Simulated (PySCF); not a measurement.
Sn(Cl)(OH) (ClHOSn), SMILES [OH][Sn][Cl] (connectivity only; charge and spin as stated), neutral, multiplicity 1.

Geometry: PBE-D3(BJ)/def2-TZVP. The def2 effective core potentials stand for the cores of Sn; spin–orbit coupling is left out. The values are those of a single conformer.

All values below come from PBE0/def2-TZVPD in PySCF.

Computed frontier levels, gap, dipole moment and polarisability:
```yaml
highest_occupied_level: -8.05 eV
lowest_empty_level: -2.70 eV
orbital_gap: 5.35 eV
dipole_moment: 2.10 D
quadrupole, principal values (traceless, Buckingham form, about the centre of nuclear charge): -10.18, 4.83, 5.35 D·Å
mean_static_polarisability: 60.5 bohr³ (8.97 Å³)
polarisability_principal_values: 47.8, 59.9, 74.0 bohr³
```
